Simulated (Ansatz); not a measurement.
`C[O][Sn][S]C` → `[CH2]` (triplet) + `C[S][Sn][OH]`  (formal loss of a carbene)

Computed with Ansatz on PBE0-D4/def2-TZVP structures; ΔE is electronic, products minus reactants. CCSD(T)/CBS adds triple-zeta CCSD(T) − MP2 to the extrapolated MP2 energy (def2 sets, frozen cores). This one scheme is used for every species. DFT in def2-TZVPP. Triplets are unrestricted, without spin–orbit coupling. def2 core potentials past Kr. For Sn outer-core shells are correlated without core-valence functions, which leaves a few kJ/mol of doubt a bond. One conformer a species, not always the lowest.

| species | CAM-B3LYP energy (Eh) |
| --- | --- |
| `C[O][Sn][S]C` | -767.58203 |
| `[CH2]` (triplet) | -39.14141 |
| `C[S][Sn][OH]` | -728.30173 |

Task: Work out ΔE.

Result: ΔE = (-39.14141) + (-728.30173) − (-767.58203) = 0.13889 Eh = +364.7 kJ/mol. CCSD(T)/CBS gives +369.3 kJ/mol.

Largest T1 diagnostic among the species: 0.016.

In def2-TZVPP, CCSD(T) changes the Hartree–Fock value by +130.0 kJ/mol (the triples alone add +11.4 kJ/mol) and MP2 by +138.3 kJ/mol. Leaving LDA and LC-ωPBE aside and taking each functional with its dispersion term where it has one, the values, not all of them listed here, spread over 40.2 kJ/mol, from r2SCAN0-D4 to ωB97X-V. LDA lies +72.1 kJ/mol from PBE without D4. From PBE to PBE0 (25 % exact exchange), in def2-TZVPP and without D4, ΔE moves by −9.7 kJ/mol.
